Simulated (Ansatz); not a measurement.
A structure relaxed at PBE0-D4/def2-TZVP, charge 0, multiplicity 1:

Cartesian coordinates in Å:
```
C -0.3132 0.4370 1.3414
C -0.6918 -0.0244 -0.0472
Cl -1.5972 1.2677 -0.9069
Ge 0.8576 -0.5207 -1.1653
H 0.1982 -0.3702 1.8740
H -1.1983 0.7191 1.9163
H 0.3557 1.2992 1.3038
H -1.3785 -0.8706 0.0021
H 0.3726 -0.9748 -2.5478
H 1.6228 -1.6682 -0.4778
H 1.7722 0.7059 -1.2926
```

Give its formula and SMILES.

C2H7ClGe, `C[CH](Cl)[GeH3]`.

Summarise the bond lengths by kind.

1 × C–C 1.511 Å; 4 × C–H 1.091 to 1.094 Å; 1 × C–Cl 1.797 Å; 1 × C–Ge 1.974 Å; 3 × Ge–H 1.534 to 1.541 Å.

Results of the Gaussian-basis code of Ansatz.
